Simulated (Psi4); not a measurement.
C$_{6}$H$_{14}$, charge -1, doublet, at the geometry of the source list (a state made from the parent by changing its charge; the spin is typed, not shown lowest) (a gas-phase anion, which may not be bound at this level); CCSD(T)/STO-3G run with Psi4.

Input for Psi4:
```
memory 2 GB

molecule mol {
-1 2
  C     2.833400    0.850300   -0.342400
  C     1.828800    0.001100    0.425600
  C     0.444400    0.031600   -0.217600
  C    -0.560100   -0.817000    0.558100
  C    -1.933300   -0.902400   -0.108400
  C    -2.666400    0.432100   -0.158600
  H     2.936200    0.490800   -1.364100
  H     2.509500    1.888300   -0.377900
  H     3.810900    0.813300    0.133200
  H     2.184400   -1.031300    0.468100
  H     1.755600    0.366400    1.452900
  H     0.098600    1.065800   -0.261400
  H     0.515500   -0.340400   -1.242900
  H    -0.674200   -0.409200    1.565700
  H    -0.158800   -1.829300    0.657100
  H    -1.817300   -1.290700   -1.123400
  H    -2.543100   -1.617700    0.449600
  H    -2.746700    0.860900    0.838000
  H    -3.670900    0.296200   -0.553900
  H    -2.146600    1.141200   -0.797500
}

set basis sto-3g
set reference uhf
set freeze_core true
set mp2_type conv
set scf_type pk
set puream true
set d_convergence 1e-8

energy('ccsd(t)')
print_variables()
```

The log (banner, timings and long lists left out):

```
   => Loading Basis Set <=

    Name: STO-3G
    Role: ORBITAL
    Keyword: BASIS

         ---------------------------------------------------------
                                   SCF
               by Justin Turney, Rob Parrish, Andy Simmonett
                          and Daniel G. A. Smith
                              UHF Reference
         ---------------------------------------------------------

  ==> Geometry <==

    Molecular point group: c1
    Full point group: C1

    Geometry (in Angstrom), charge = -1, multiplicity = 2:

       Center              X                  Y                   Z               Mass
    ------------   -----------------  -----------------  -----------------  -----------------
         C            2.840192330093     0.901910260606    -0.362405625084    12.000000000000
         C            1.835592330093     0.052710260606     0.405594374916    12.000000000000
         C            0.451192330093     0.083210260606    -0.237605625084    12.000000000000
         C           -0.553307669907    -0.765389739394     0.538094374916    12.000000000000
         C           -1.926507669907    -0.850789739394    -0.128405625084    12.000000000000
         C           -2.659607669907     0.483710260606    -0.178605625084    12.000000000000
         H            2.942992330093     0.542410260606    -1.384105625084     1.007825032230
         H            2.516292330093     1.939910260606    -0.397905625084     1.007825032230
         H            3.817692330093     0.864910260606     0.113194374916     1.007825032230
         H            2.191192330093    -0.979689739394     0.448094374916     1.007825032230
         H            1.762392330093     0.418010260606     1.432894374916     1.007825032230
         H            0.105392330093     1.117410260606    -0.281405625084     1.007825032230
         H            0.522292330093    -0.288789739394    -1.262905625084     1.007825032230
         H           -0.667407669907    -0.357589739394     1.545694374916     1.007825032230
         H           -0.152007669907    -1.777689739394     0.637094374916     1.007825032230
         H           -1.810507669907    -1.239089739394    -1.143405625084     1.007825032230
         H           -2.536307669907    -1.566089739394     0.429594374916     1.007825032230
         H           -2.739907669907     0.912510260606     0.817994374916     1.007825032230
[...]
  @UHF Final Energy:  -232.07145988769079
    Total Energy =                       -232.0714598876908212
[...]
      9   9   5   3         0.0149843105
     19  16  16  18         0.0145903352
     18  18  16  17        -0.0142367261
      9   9   4   3         0.0140589890

    SCF energy       (wfn)                    = -232.071459887690793
    Reference energy (file100)                = -232.071459887689286

    Opposite-spin MP2 correlation energy      =   -0.281669891718276
    Same-spin MP2 correlation energy          =   -0.040623768650096
    Singles MP2 correlation energy            =   -0.000000000000000
    MP2 correlation energy                    =   -0.322293660368372
      * MP2 total energy                      = -232.393753548057646

    Opposite-spin CCSD correlation energy     =   -0.386427210331919
    Same-spin CCSD correlation energy         =   -0.036280719974691
    Singles CCSD correlation energy           =   -0.000000000000000
    CCSD correlation energy                   =   -0.422707930306610
      * CCSD total energy                     = -232.494167817995901

            **************************
            *                        *
            *        CCTRIPLES       *
            *                        *
            **************************

    Wave function   =    CCSD_T
    Reference wfn   =      UHF

    Nuclear Rep. energy (wfn)                =  248.724856614414364
    SCF energy          (wfn)                = -232.071459887690793
    Reference energy    (file100)            = -232.071459887689286
    CCSD energy         (file100)            =   -0.422707930306610
    Total CCSD energy   (file100)            = -232.494167817995901

    Number of ijk index combinations:
    Spin Case AAA:                                1140
    Spin Case BBB:                                 969
    Spin Case AAB:                                3610
    Spin Case ABB:                                3420
    AAA (T) energy                             =   -0.000162994478661
    BBB (T) energy                             =   -0.000028033862941
    AAB (T) energy                             =   -0.002424972168841
    ABB (T) energy                             =   -0.002221905961100
    (T) energy                                   =   -0.004837906471543
      * CCSD(T) total energy                     = -232.499005724467452

  Variable Map:
  ----------------------------------------------------------------------------
[...]
  Array Variable Map:
  ----------------------------------------------------------------------------
[...]
[...]
```
